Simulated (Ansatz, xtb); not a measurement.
**Relaxing a trial structure of CH3FGa**

The starting geometry of this gas-phase doublet has its atoms placed at random.

```xyz
6

C    -0.7604   -0.1718   -0.7113
F     0.8567    1.2342    0.2527
Ga    0.2803   -1.0540    1.3887
H    -2.1429    0.2127   -0.1985
H     1.7324   -1.2612    0.2676
H    -0.0118    0.8753    0.0528
```

**Question.** Guess where an optimisation with r2SCAN-D4/def2-SVP ends from this start.

**Answer.** It ends as `[CH2][GaH][F]`. Distances that change by over a tenth: Ga3–H5 (1.85 → 1.55 Å). Contacts that open: F2–H6 (0.96 → 3.27 Å). Contacts that close: C1–Ga3 (2.50 → 1.92 Å), C1–H4 (1.52 → 1.10 Å), C1–H6 (1.50 → 1.10 Å), F2–Ga3 (2.62 → 1.76 Å).

The energy falls by 7.38 eV over 17 steps:

| step | E − E(last) (eV) |
| --- | --- |
| 1 | 7.379 |
| 3 | 4.105 |
| 5 | 3.262 |
| 6 | 3.098 |
| 8 | 2.077 |
| 10 | 0.706 |
| 12 | 0.143 |
| 13 | 0.071 |
| 15 | 0.003 |
| 17 | 0.000 |

Final geometry (Å):

```yaml
atoms:
  - { symbol: C, position_ang: [-1.0005, 0.2040, -0.0982] }
  - { symbol: F, position_ang: [1.9287, 0.9617, 0.4661] }
  - { symbol: Ga, position_ang: [0.7636, -0.3588, 0.4133] }
  - { symbol: H, position_ang: [-1.8556, -0.4768, -0.1864] }
  - { symbol: H, position_ang: [1.3455, -1.7472, 0.7853] }
  - { symbol: H, position_ang: [-1.2274, 1.2524, -0.3280] }
```

From the same start GFN2-xTB reaches the same bonding as this run.

From so rough a start the end depends on the optimiser's path, so another program may land elsewhere. No frequencies were run, so the end isn't proven a minimum. Open shells are spin-unrestricted. Run with Ansatz 0.2.0, 2.8 min on 1 thread of AMD EPYC (Zen 3), with other jobs on the host.
